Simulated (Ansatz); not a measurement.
Gas-phase reaction in SMILES: [CH](O)C(C)C -> [CH2]C(C)OC

Wanted: isomerisation energy (electronic), in kcal/mol. Set-up: non-relativistic; six Cartesian d functions in 6-31G* and its kin unless marked 5d; frozen cores in correlated levels; open shells spin-unrestricted; no spin-orbit coupling; dispersion terms only where a functional's name holds one. CBS(X,Y): correlation extrapolated as X^-3; Hartree-Fock from the larger set. First-principles rows: single points at B3LYP-D3(BJ) geometries (Ansatz, a program for electronic structure).

| species | coefficient | E at PBE/6-31G* (Ansatz), Eh | E at PBE0/def2-TZVPD (Ansatz), Eh |
|---|---|---|---|
| CC(C)[CH]O | -1 | -232.69083 | -232.82458 |
| [CH2]C(C)OC | +1 | -232.67315 | -232.79959 |

Coupled cluster (Ansatz) is a level with limits of its own, used here on species with T1 under 0.025 (0.045 for open shells) and stable references: CCSD(T)/CBS(cc-pVTZ,cc-pVQZ). Value to compare with, CCSD(T)/CBS(cc-pVTZ,cc-pVQZ) (Ansatz): 15.1 kcal/mol. 1 Eh = 627.5095 kcal/mol.

Q: Work the quantity out at each level, and compare with CCSD(T)/CBS(cc-pVTZ,cc-pVQZ) (Ansatz).

A: 
- PBE/6-31G*: the sum of coefficient times E is 0.01768 Eh, or 11.09 kcal/mol. Result: 11.1 kcal/mol. Its difference against CCSD(T)/CBS(cc-pVTZ,cc-pVQZ) (Ansatz) is -4.0 kcal/mol.
- PBE0/def2-TZVPD: the sum of coefficient times E is 0.02499 Eh, or 15.68 kcal/mol. Result: 15.7 kcal/mol. Its difference against CCSD(T)/CBS(cc-pVTZ,cc-pVQZ) (Ansatz) is 0.6 kcal/mol.
